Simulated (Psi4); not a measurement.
H₂AsF₃Ge, singlet, geometry from GFN2-xTB, atoms displaced at random by about 0.08 Å a coordinate; B3LYP/STO-3G, gradient (Psi4).

Psi4 was given this input:
```
memory 2 GB

molecule mol {
0 1
  F    -1.559666   -0.791580    1.206418
  Ge   -0.683014   -0.059970   -0.209683
  F    -1.613212    1.394416   -0.543980
  F    -1.034973   -1.148277   -1.443233
  As    1.672011    0.313491    0.312720
  H     1.944751    0.623014   -1.006757
  H     2.060534   -1.236645    0.095287
symmetry c1
no_reorient
no_com
}

set basis sto-3g
set reference rks

gradient('b3lyp')
print_variables()
```

It wrote (shortened):

```
gradient() will perform analytic gradient computation.

   => Loading Basis Set <=

    Name: STO-3G
    Role: ORBITAL
    Keyword: BASIS

         ---------------------------------------------------------
                                   SCF
               by Justin Turney, Rob Parrish, Andy Simmonett
                          and Daniel G. A. Smith
                              RKS Reference
         ---------------------------------------------------------

  ==> Geometry <==

    Molecular point group: c1
    Full point group: C1

    Geometry (in Angstrom), charge = 0, multiplicity = 1:

       Center              X                  Y                   Z               Mass
    ------------   -----------------  -----------------  -----------------  -----------------
         F           -1.559666000000    -0.791580000000     1.206418000000    18.998403162730
         GE          -0.683014000000    -0.059970000000    -0.209683000000    73.921177761000
         F           -1.613212000000     1.394416000000    -0.543980000000    18.998403162730
         F           -1.034973000000    -1.148277000000    -1.443233000000    18.998403162730
         AS           1.672011000000     0.313491000000     0.312720000000    74.921594570000
         H            1.944751000000     0.623014000000    -1.006757000000     1.007825032230
         H            2.060534000000    -1.236645000000     0.095287000000     1.007825032230

  Running in c1 symmetry.

  Rotational constants: A =      0.11225  B =      0.03680  C =      0.03636 [cm^-1]
  Rotational constants: A =   3365.30768  B =   1103.15090  C =   1090.13543 [MHz]
  Nuclear repulsion =  712.289669526959528

  Charge       = 0
  Multiplicity = 1
  Electrons    = 94
  Nalpha       = 47
  Nbeta        = 47

  ==> Algorithm <==

  SCF Algorithm Type is DF.
  DIIS enabled.
  MOM disabled.
  Fractional occupation disabled.
  Guess Type is SAD.
  Energy threshold   = 1.00e-08
  Density threshold  = 1.00e-08
  Integral threshold = 1.00e-12

  ==> Primary Basis <==

  Basis Set: STO-3G
    Blend: STO-3G
    Number of shells: 27
    Number of basis functions: 53
    Number of Cartesian functions: 55
    Spherical Harmonics?: true
    Max angular momentum: 2

  ==> DFT Potential <==

   => LibXC <=

    Version 7.1.2
    S. Lehtola, C. Steigemann, M. J. T. Oliveira, and M. A. L. Marques,  SoftwareX 7, 1–5 (2018) (10.1016/j.softx.2017.11.002)

   => Composite Functional: B3LYP <=

    B3LYP Hyb-GGA Exchange-Correlation Functional

    P. J. Stephens, F. J. Devlin, C. F. Chabalowski, and M. J. Frisch,  J. Phys. Chem. 98, 11623 (1994) (10.1021/j100096a001)

    Deriv               =              1
    GGA                 =           TRUE
    Meta                =          FALSE

    Exchange Hybrid     =           TRUE
    MP2 Hybrid          =          FALSE

   => Exchange Functionals <=

    0.0800   Slater exchange
    0.7200         Becke 88

   => Exact (HF) Exchange <=

    0.2000               HF

   => Correlation Functionals <=

    0.1900   Vosko, Wilk & Nusair (VWN5_RPA)
    0.8100   Lee, Yang & Parr

   => LibXC Density Thresholds  <==

    XC_HYB_GGA_XC_B3LYP:  1.00E-15

   => Molecular Quadrature <=

    Radial Scheme          =       TREUTLER
    Pruning Scheme         =           NONE
    Nuclear Scheme         =       TREUTLER

    Blocking Scheme        =         OCTREE
    BS radius alpha        =              1
    Pruning alpha          =              1
    Radial Points          =             75
    Spherical Points       =            302
    Total Points           =         148226
    Total Blocks           =           1175
    Max Points             =            256
    Max Functions          =             45
    Weights Tolerance      =       1.00E-15

   => Loading Basis Set <=

    Name: (STO-3G AUX)
    Role: JKFIT
    Keyword: DF_BASIS_SCF

  ==> Integral Setup <==

  SCF_SUBTYPE=INCORE selected. In-core MEM_DF algorithm will be used.
  Using in-core AOs.

  ==> MemDFJK: Density-Fitted J/K Matrices <==

    J tasked:                   Yes
    K tasked:                   Yes
    wK tasked:                   No
    Algorithm:                 Core
    Schwarz Cutoff:           1E-12
    Mask sparsity (%):      12.3888
    Fitting Condition:        1E-10

   => Auxiliary Basis Set <=

  Basis Set: (STO-3G AUX)
    Blend: DEF2-UNIVERSAL-JKFIT
    Number of shells: 207
    Number of basis functions: 799
    Number of Cartesian functions: 1061
    Spherical Harmonics?: true
    Max angular momentum: 5

  Minimum eigenvalue in the overlap matrix is 2.6834487009E-01.
  Reciprocal condition number of the overlap matrix is 1.3750070355E-01.
    Using symmetric orthogonalization.

  ==> Pre-Iterations <==

  SCF Guess: Superposition of Atomic Densities via on-the-fly atomic UHF (no occupation information).

   -------------------------
    Irrep   Nso     Nmo
   -------------------------
     A         53      53
   -------------------------
    Total      53      53
   -------------------------

  ==> Iterations <==

                           Total Energy        Delta E     RMS |[F,P]|

   @DF-RKS iter SAD: -4555.68531662601617   -4.55569e+03   0.00000e+00
   @DF-RKS iter   1: -4559.53347657203994   -3.84816e+00   1.58286e-02 DIIS/ADIIS
   @DF-RKS iter   2: -4559.63362209744992   -1.00146e-01   1.18539e-02 DIIS/ADIIS
   @DF-RKS iter   3: -4559.99867967527643   -3.65058e-01   1.90637e-03 DIIS/ADIIS
   @DF-RKS iter   4: -4560.00647779875908   -7.79812e-03   4.63021e-04 DIIS/ADIIS
   @DF-RKS iter   5: -4560.00699116172837   -5.13363e-04   1.19484e-04 DIIS/ADIIS
   @DF-RKS iter   6: -4560.00702371405077   -3.25523e-05   4.76399e-05 DIIS
   @DF-RKS iter   7: -4560.00702917925082   -5.46520e-06   8.05742e-06 DIIS
   @DF-RKS iter   8: -4560.00702936196649   -1.82716e-07   1.02483e-06 DIIS
   @DF-RKS iter   9: -4560.00702936509970   -3.13321e-09   4.37736e-07 DIIS
   @DF-RKS iter  10: -4560.00702936553444   -4.34738e-10   1.28193e-07 DIIS
[...]
    Final Occupation by Irrep:
              A
    DOCC [    47 ]
    NA   [    47 ]
    NB   [    47 ]

  @DF-RKS Final Energy: -4560.00702936558355

   => Energetics <=

    Nuclear Repulsion Energy =            712.2896695269595284
    One-Electron Energy =               -7817.6543676210476406
    Two-Electron Energy =                2703.1260991424910571
    DFT Exchange-Correlation Energy =    -157.7684304139870051
    Empirical Dispersion Energy =           0.0000000000000000
    VV10 Nonlocal Energy =                  0.0000000000000000
    Total Energy =                      -4560.0070293655835485

Computation Completed

Properties will be evaluated at   0.000000,   0.000000,   0.000000 [a0]

Properties computed using the SCF density matrix

 Multipole Moments:

 ------------------------------------------------------------------------------------
     Multipole            Electronic (a.u.)      Nuclear  (a.u.)        Total (a.u.)
 ------------------------------------------------------------------------------------

 L = 1.  Multiply by 2.5417464519 to convert [e a0] to [Debye]
 Dipole X            :          1.4712440           -1.0307681            0.4404759
 Dipole Y            :         -5.5697010            5.4869389           -0.0827621
 Dipole Z            :          7.7792996           -8.1800972           -0.4007976
 Magnitude           :                                                    0.6012548

 ------------------------------------------------------------------------------------

         ------------------------------------------------------------
                                   SCF GRAD
                          Rob Parrish, Justin Turney,
                       Andy Simmonett, and Alex Sokolov
         ------------------------------------------------------------

  ==> Geometry <==

    Molecular point group: c1
    Full point group: C1

    Geometry (in Angstrom), charge = 0, multiplicity = 1:

       Center              X                  Y                   Z               Mass
    ------------   -----------------  -----------------  -----------------  -----------------
         F           -1.559666000000    -0.791580000000     1.206418000000    18.998403162730
         GE          -0.683014000000    -0.059970000000    -0.209683000000    73.921177761000
         F           -1.613212000000     1.394416000000    -0.543980000000    18.998403162730
         F           -1.034973000000    -1.148277000000    -1.443233000000    18.998403162730
         AS           1.672011000000     0.313491000000     0.312720000000    74.921594570000
         H            1.944751000000     0.623014000000    -1.006757000000     1.007825032230
         H            2.060534000000    -1.236645000000     0.095287000000     1.007825032230

  Nuclear repulsion =  712.289669526959528

  ==> Basis Set <==

  Basis Set: STO-3G
    Blend: STO-3G
    Number of shells: 27
    Number of basis functions: 53
    Number of Cartesian functions: 55
    Spherical Harmonics?: true
    Max angular momentum: 2

  ==> DFJKGrad: Density-Fitted SCF Gradients <==

    Gradient:                    1
    J tasked:                  Yes
    K tasked:                  Yes
    wK tasked:                  No
    Integrals threads:           1
    Schwarz Cutoff:          1E-12
    Fitting Condition:       1E-10

   => Auxiliary Basis Set <=

  Basis Set: (STO-3G AUX)
    Blend: DEF2-UNIVERSAL-JKFIT
    Number of shells: 207
    Number of basis functions: 799
    Number of Cartesian functions: 1061
    Spherical Harmonics?: true
    Max angular momentum: 5

  ==> DFT Potential <==

   => LibXC <=

    Version 7.1.2
    S. Lehtola, C. Steigemann, M. J. T. Oliveira, and M. A. L. Marques,  SoftwareX 7, 1–5 (2018) (10.1016/j.softx.2017.11.002)

   => Composite Functional: B3LYP <=

    B3LYP Hyb-GGA Exchange-Correlation Functional

    P. J. Stephens, F. J. Devlin, C. F. Chabalowski, and M. J. Frisch,  J. Phys. Chem. 98, 11623 (1994) (10.1021/j100096a001)

    Deriv               =              1
    GGA                 =           TRUE
    Meta                =          FALSE

    Exchange Hybrid     =           TRUE
    MP2 Hybrid          =          FALSE

   => Exchange Functionals <=

    0.0800   Slater exchange
    0.7200         Becke 88

   => Exact (HF) Exchange <=

    0.2000               HF

   => Correlation Functionals <=

    0.1900   Vosko, Wilk & Nusair (VWN5_RPA)
    0.8100   Lee, Yang & Parr

   => LibXC Density Thresholds  <==

    XC_HYB_GGA_XC_B3LYP:  1.00E-15

   => Molecular Quadrature <=

    Radial Scheme          =       TREUTLER
    Pruning Scheme         =           NONE
    Nuclear Scheme         =       TREUTLER

    Blocking Scheme        =         OCTREE
    BS radius alpha        =              1
    Pruning alpha          =              1
    Radial Points          =             75
    Spherical Points       =            302
    Total Points           =         148226
    Total Blocks           =           1175
    Max Points             =            256
    Max Functions          =             45
    Weights Tolerance      =       1.00E-15

  -Total Gradient:
     Atom            X                  Y                   Z
    ------   -----------------  -----------------  -----------------
       1       -0.022300117981    -0.020178590561     0.037209211288
       2        0.023720846390    -0.001673158279    -0.034533178643
       3       -0.017305538615     0.027052396972    -0.004926913068
       4       -0.000408400689    -0.005782537639    -0.002661631957
       5        0.012954213647     0.053811669697    -0.029263150273
       6       -0.009510158617    -0.007812880530     0.038858835086
       7        0.012961725802    -0.045755814259    -0.004753166745

  Variable Map:
  ----------------------------------------------------------------------------
[...]
  Array Variable Map:
  ----------------------------------------------------------------------------
[...]
[...]
```
